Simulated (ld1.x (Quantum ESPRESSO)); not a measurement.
**Reading a pseudo-wave (chlorine)**

Columns: radius, all-electron u(r) and pseudo u(r) of the 3p shell (level -11.15 eV) of chlorine in the configuration [Ne] 3s2 3p4.75; PBE, scalar-relativistic, PAW scheme, ld1.x (Quantum ESPRESSO) 7.5.

```
r (bohr)  all-electron   pseudo
   0.075        0.1358  -0.0080
   0.150        0.2966  -0.0316
   0.225        0.3646  -0.0695
   0.300        0.3428  -0.1199
   0.375        0.2591  -0.1802
   0.450        0.1405  -0.2476
   0.525        0.0073  -0.3190
   0.600       -0.1269  -0.3913
   0.675       -0.2536  -0.4617
   0.750       -0.3680  -0.5278
   0.825       -0.4679  -0.5877
   0.900       -0.5529  -0.6400
   0.975       -0.6232  -0.6840
   1.050       -0.6792  -0.7195
   1.125       -0.7220  -0.7469
   1.200       -0.7527  -0.7665
   1.275       -0.7729  -0.7794
   1.350       -0.7838  -0.7861
   1.425       -0.7869  -0.7873
   1.500       -0.7834  -0.7834
   1.575       -0.7744  -0.7744
   1.650       -0.7610  -0.7610
   1.725       -0.7440  -0.7440
   1.800       -0.7243  -0.7243
   1.875       -0.7024  -0.7024
   1.950       -0.6790  -0.6790
```

Question: How many radial nodes do the two functions have?

Answer: The all-electron 3p function has n − l − 1 = 1; the pseudo-wave has 0, since the states of the same l below it are removed with the core.

Question: At about which radius was the pseudo-wave matched?

Answer: 1.50 bohr, where the columns begin to agree (steps of 0.07 bohr).

Question: Where does each function peak?

Answer: Outermost all-electron maximum near 1.43 bohr, pseudo maximum near 1.43 bohr (to the table’s step).

Question: Is the pseudo-wave norm-conserving?

Answer: No, it belongs to a PAW set: the norm inside the radius is not constrained, and the difference is carried by the augmentation charge.
